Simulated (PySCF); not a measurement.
All of these have the formula C7H8F2. Method: PySCF, TDDFT B3LYP/def2-SVPD, vertical, gas phase, core orbitals frozen in the response. Geometries: GFN2-xTB; one conformer of each isolated species. Triplets are in the Tamm–Dancoff approximation.

A. `F[C@H]1CC(=C)C=C(F)C1`
B. `CC1=CC(F)=CC[C@@H]1F`
C. `C=CCC1=CC(F)(F)C1`

Lowest singlet levels (six at most, fewer where fewer were computed) with oscillator strengths:

1. 4.65 eV (f 0.166); 5.88 eV (f 0.003); 6.43 eV (f 0.051); 6.47 eV (f 0.008); 6.47 eV (f 0.002); 6.71 eV (f 0.004); T1 2.88 eV
2. 6.14 eV (f 0.178); 6.33 eV (f 0.062); 6.81 eV (f 0.001); 7.19 eV (f 0.017); 7.24 eV (f 0.159); 7.39 eV (f 0.013); T1 4.34 eV
3. 5.57 eV (f 0.540); 6.07 eV (f 0.012); 6.45 eV (f 0.005); 6.66 eV (f 0.011); 6.82 eV (f 0.005); 7.00 eV (f 0.004); T1 3.24 eV

**Question.** Match each spectrum to its molecule.

**Answer.** 1 = B, 2 = C, 3 = A.
- A: S1 at 5.57 eV, HOMO→LUMO (96%); Löwdin shares by element: HOMO carbon 78% or more (atoms not listed hold the other 22%); LUMO carbon 75% or more (atoms not listed hold the other 25%); HOMO -6.54 and LUMO -1.09 eV.
- B: S1 at 4.65 eV, HOMO→LUMO (97%); Löwdin shares by element: HOMO carbon 74% or more (atoms not listed hold the other 26%); LUMO carbon 70% or more (atoms not listed hold the other 29%); HOMO -6.40 and LUMO -1.42 eV.
- C: S1 at 6.14 eV, HOMO→LUMO (67%), HOMO-1→LUMO (22%); Löwdin shares by element: HOMO carbon 75% or more (atoms not listed hold the other 25%); LUMO carbon 69% or more (atoms not listed hold the other 31%); HOMO -7.62 and LUMO -0.93 eV.
